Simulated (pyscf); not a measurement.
H₂N–BH–F, singlet

Gas-phase minimum from PySCF at ωB97X-D3(BJ)/def2-SVP, one conformer. 

```xyz
6

N     -0.0544    -0.0101    -0.6792
B      0.4891     0.4104     0.5375
F     -0.1764     1.3126     1.2781
H     -0.9378     0.3380    -1.0330
H      0.4039    -0.6853    -1.2760
H      1.5454    -0.0165     0.9436
```

Bonded distances (Å): N1–B2 1.397, N1–H4 1.013, N1–H5 1.011, B2–F3 1.344, B2–H6 1.210. Bond angles (°): B2–N1–H4 122.7, B2–N1–H5 122.6, H4–N1–H5 114.7, N1–B2–F3 119.3, N1–B2–H6 121.7, F3–B2–H6 119.0.

Properties at ωB97X-D3(BJ)/def2-SVP:

```yaml
harmonic_wavenumbers_unscaled: 440, 500, 620, 872, 939, 1096, 1188, 1436, 1607, 2650, 3642, 3755 cm⁻¹
zero_point_energy: 26.8 kcal/mol
rotational_symmetry_number: 1
Entropy of this conformer at 298 K and 1 atm, rigid rotor and harmonic oscillator, modes under 100 cm⁻¹ raised to 100: 257.2 J/(mol K)
dipole_moment: 2.50 D
```

Single-point totals, which compare only within one level (frozen core for MP2 and CC):

```csv
level,total energy (hartree)
ωB97X-D3(BJ)/def2-TZVP,-181.47300
PBE/def2-TZVP,-181.22073
r²SCAN/def2-TZVP,-181.33773
B3LYP-D3(BJ)/def2-TZVP,-181.44313
PBE0-D3(BJ)/def2-TZVP,-181.23315
M06-2X/def2-TZVP,-181.36146
ωB97M-D3(BJ)/def2-TZVP,-181.46987
HF/def2-TZVPP,-180.50589
MP2/def2-TZVPP,-181.07105
CCSD/def2-TZVPP,-181.08765
CCSD(T)/def2-TZVPP,-181.10650
```

The CCSD(T) − MP2 part came from Ansatz, without density fitting, on the same reference.
